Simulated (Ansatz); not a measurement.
Gas-phase reaction in SMILES: CC(C)NB(Cl)Cl + 6 [H][H] (H2) → B (BH3) + 3 C (CH4) + 2 Cl (HCl) + N (NH3)
Structures are relaxed separately at B3LYP-D3(BJ)/def2-TZVP in Ansatz (a first-principles code), one conformer each, not searched for the lowest.

Quantity: energy of full hydrogenation (electronic energy difference), in eV. Cores are frozen in the correlated levels unless marked. Spin-orbit coupling is left out. Non-relativistic unless marked X2C. Basis-set limits of correlation are two-point, X^-3; Hartree-Fock from the larger set.

```json
[
 {"level": "BLYP-D3(BJ)/def2-TZVPD", "program": "Ansatz + dftd3", "energy of full hydrogenation (eV)": "?"},
 {"level": "revPBE/def2-TZVPD", "program": "Ansatz", "energy of full hydrogenation (eV)": "?"},
 {"level": "r2SCAN-D4/def2-TZVPD", "program": "Ansatz + dftd4", "energy of full hydrogenation (eV)": "0.55"},
 {"level": "PBE0/def2-QZVPP", "program": "Ansatz", "energy of full hydrogenation (eV)": "?"},
 {"level": "r2SCANh-D4/def2-TZVPD", "program": "Ansatz + dftd4", "energy of full hydrogenation (eV)": "0.48"},
 {"level": "HSE06-D4/def2-TZVPD", "program": "Ansatz + dftd4", "energy of full hydrogenation (eV)": "0.36"},
 {"level": "HSE06/def2-TZVPD", "program": "Ansatz", "energy of full hydrogenation (eV)": "0.11"},
 {"level": "B2PLYP-D3(BJ)/def2-TZVPD", "program": "Ansatz + dftd3", "energy of full hydrogenation (eV)": "?"},
 {"level": "SCS-MP2/aug-cc-pV(D+d)Z", "program": "Ansatz", "energy of full hydrogenation (eV)": "0.13"},
 {"level": "SCS-MP2/cc-pV(T+d)Z", "program": "Ansatz", "energy of full hydrogenation (eV)": "0.29"},
 {"level": "X2C-CCSD(T)/cc-pVTZ-DK", "program": "Ansatz", "energy of full hydrogenation (eV)": "0.29"},
 {"level": "CCSD(T)/CBS(cc-pV(T+d)Z,cc-pV(Q+d)Z)", "program": "Ansatz", "energy of full hydrogenation (eV)": "0.36"}
]
```

Question: Some entries are withheld; supply them.

Answer: 
- BLYP-D3(BJ)/def2-TZVPD, energy of full hydrogenation (eV): 0.43
- revPBE/def2-TZVPD, energy of full hydrogenation (eV): 0.00
- PBE0/def2-QZVPP, energy of full hydrogenation (eV): 0.02
- B2PLYP-D3(BJ)/def2-TZVPD, energy of full hydrogenation (eV): 0.39
